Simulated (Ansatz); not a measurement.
`O[SiH](O)F` + `CN[SiH2]Cl` → `CN([SiH2]Cl)[SiH](O)F` + H₂O  (ligand exchange at the Si–O bond)

Isolated molecules relaxed with PBE0-D4/def2-TZVP in Ansatz; ΔE leaves out vibrations. CBS: MP2 limit from def2 TZ/QZ plus the TZ coupled-cluster correction, frozen cores. This one scheme is used for every species. Functionals use def2-TZVPP. B3LYP here is the variant with VWN-RPA as its local correlation; programs differ in this. One conformer a species, not always the lowest.

| level | ΔE (kJ/mol) |
| --- | --- |
| PBE-D4 | 43.8 |
| B2PLYP | 57.5 |
| r2SCAN | 53.2 |
| B3LYP | 64.7 |

(1) What does CCSD(T)/CBS give? (An estimate is asked.)

Largest T1 diagnostic among the species: 0.011.

Answers

(1) The calculation gave: +43.9 kJ/mol. The listed levels differ from it by -0.1, 13.6, 9.3, 20.8 kJ/mol.

The D4 term adds −17.1 kJ/mol with B3LYP and −9.8 kJ/mol with PBE0; it sums over pairs of atoms, weighted by their polarisabilities, and B3LYP, whose exchange is more repulsive, gets the larger term. In def2-TZVPP, CCSD(T) changes the Hartree–Fock value by −25.8 kJ/mol (the triples alone add −4.1 kJ/mol) and MP2 by −26.9 kJ/mol.
